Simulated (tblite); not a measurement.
C5H9GeNSe.
Atom-mapped SMILES: `[CH3:1][Se:2][CH2:3]/[CH:4]=[CH:5]\[GeH2:6][C:7]#[N:8]` (hydrogens: H9, H10, H11 on C1; H12, H13 on C3; H14 on C4; H15 on C5; H16, H17 on Ge6)

Computed with GFN2-xTB (tblite), gas phase: L-BFGS steps from a force-field or distance-geometry start until the largest atomic force falls under 0.01 eV/Å.

Step 171: E = -631.6234 eV
```
atom  x, y, z in Å  |  force x, y, z in eV/Å
C1     -2.8658    1.2418   -0.0974   -0.009   0.007   0.004
Se2    -1.9490   -0.1741    0.8830    0.010  -0.001   0.019
C3     -0.1326    0.6233    0.6879    0.018   0.012   0.016
C4      0.8731   -0.1664    1.4264    0.005   0.001   0.005
C5      1.6691   -1.0780    0.8759    0.003   0.005  -0.006
Ge6     1.6908   -1.6048   -0.9976   -0.004  -0.010  -0.011
C7      1.6312   -0.0762   -2.1552   -0.004   0.008  -0.015
N8      1.5682    0.8396   -2.8405    0.010   0.002   0.001
H9     -3.9214    0.9860   -0.1351    0.018  -0.002  -0.011
H10    -2.7304    2.1855    0.4271   -0.007  -0.012  -0.016
H11    -2.4549    1.2987   -1.1031   -0.019   0.004   0.002
H12    -0.2172    1.6384    1.0806    0.003  -0.007   0.007
H13     0.0725    0.6474   -0.3848   -0.004   0.005  -0.006
H14     0.9223    0.0222    2.4937   -0.008  -0.001   0.003
H15     2.3632   -1.6139    1.5111   -0.009   0.000   0.012
H16     0.5121   -2.4330   -1.4140   -0.005  -0.007  -0.001
H17     2.9618   -2.3244   -1.3352    0.004  -0.003  -0.002
```

Step 172: E = -631.6236 eV
```
atom  x, y, z in Å  |  force x, y, z in eV/Å
C1     -2.8651    1.2363   -0.1001   -0.017   0.002  -0.009
Se2    -1.9431   -0.1780    0.8762    0.015  -0.012   0.031
C3     -0.1297    0.6283    0.6901    0.027   0.006   0.010
C4      0.8768   -0.1624    1.4266    0.003  -0.003   0.008
C5      1.6690   -1.0771    0.8756    0.003   0.005  -0.004
Ge6     1.6848   -1.6050   -0.9972   -0.012  -0.010  -0.013
C7      1.6346   -0.0752   -2.1534   -0.014   0.030  -0.036
N8      1.5734    0.8414   -2.8382    0.016  -0.020   0.019
H9     -3.9194    0.9752   -0.1402    0.019  -0.001  -0.011
H10    -2.7356    2.1782    0.4283   -0.004  -0.001  -0.015
H11    -2.4533    1.2982   -1.1051   -0.020   0.010   0.005
H12    -0.2175    1.6412    1.0877   -0.002  -0.007   0.006
H13     0.0780    0.6575   -0.3818   -0.006   0.009  -0.010
H14     0.9289    0.0276    2.4934   -0.006  -0.003   0.010
H15     2.3626   -1.6151    1.5097   -0.009   0.005   0.014
H16     0.4995   -2.4249   -1.4118   -0.005  -0.004  -0.002
H17     2.9490   -2.3342   -1.3373    0.012  -0.006  -0.003
```

Step 173: E = -631.6238 eV
```
atom  x, y, z in Å  |  force x, y, z in eV/Å
C1     -2.8633    1.2270   -0.1046   -0.017  -0.002  -0.021
Se2    -1.9337   -0.1856    0.8657    0.026  -0.012   0.038
C3     -0.1250    0.6363    0.6942    0.028   0.002  -0.003
C4      0.8829   -0.1558    1.4275    0.001  -0.005   0.012
C5      1.6687   -1.0752    0.8750    0.004   0.002  -0.001
Ge6     1.6739   -1.6056   -0.9972   -0.020  -0.008  -0.014
C7      1.6387   -0.0730   -2.1511   -0.022   0.050  -0.058
N8      1.5840    0.8449   -2.8351    0.020  -0.050   0.043
H9     -3.9155    0.9581   -0.1484    0.016  -0.001  -0.011
H10    -2.7423    2.1664    0.4300   -0.002   0.005  -0.018
H11    -2.4500    1.2969   -1.1088   -0.022   0.015   0.015
H12    -0.2196    1.6454    1.1002   -0.007  -0.016  -0.002
H13     0.0865    0.6742   -0.3771   -0.009   0.016   0.001
H14     0.9396    0.0366    2.4934   -0.002  -0.008   0.014
H15     2.3616   -1.6163    1.5073   -0.009   0.011   0.013
H16     0.4779   -2.4129   -1.4079    0.002   0.005  -0.002
H17     2.9285   -2.3495   -1.3404    0.014  -0.005  -0.003
```

**Question.** Estimate the geometry and energy of step 174. (The exact step hangs on the optimiser's Hessian estimate; all steps are aligned on step 173, rigid shifts and turns removed.)

**Answer.** E = -631.6242 eV, largest force 0.082 eV/Å
```
atom  x, y, z in Å  |  force x, y, z in eV/Å
C1     -2.8631    1.2181   -0.1080   -0.017  -0.016  -0.034
Se2    -1.9223   -0.1873    0.8605    0.017  -0.028   0.048
C3     -0.1191    0.6473    0.6991    0.028  -0.019  -0.017
C4      0.8885   -0.1495    1.4276    0.001  -0.009   0.011
C5      1.6665   -1.0741    0.8731    0.006  -0.004   0.004
Ge6     1.6641   -1.6061   -0.9985   -0.026  -0.003  -0.011
C7      1.6434   -0.0718   -2.1509   -0.026   0.044  -0.064
N8      1.5976    0.8461   -2.8356    0.020  -0.052   0.048
H9     -3.9120    0.9382   -0.1560    0.009  -0.002  -0.008
H10    -2.7533    2.1560    0.4302    0.000   0.029  -0.012
H11    -2.4485    1.2947   -1.1110   -0.017   0.020   0.013
H12    -0.2174    1.6518    1.1137   -0.012   0.002   0.000
H13     0.0931    0.6935   -0.3715   -0.002   0.022  -0.008
H14     0.9481    0.0421    2.4932    0.006  -0.009   0.028
H15     2.3559   -1.6211    1.5045   -0.006   0.017   0.011
H16     0.4603   -2.4041   -1.4055    0.006   0.012  -0.005
H17     2.9114   -2.3619   -1.3422    0.015  -0.004  -0.004
```

The energy changes by -0.0004 eV. The first-order estimate −F·Δx gives -0.0006 eV and the mean of the old and new forces, exact on a quadratic surface, -0.0004 eV. The step makes an angle of 86° with the force vector and moves no atom by more than 0.022 Å.

The cost below is that of the whole relaxation. On one thread, Arm Neoverse V1 (aarch64), shared host with 32 logical CPUs at a one-minute load of 15, this took 1.6 s of wall time.
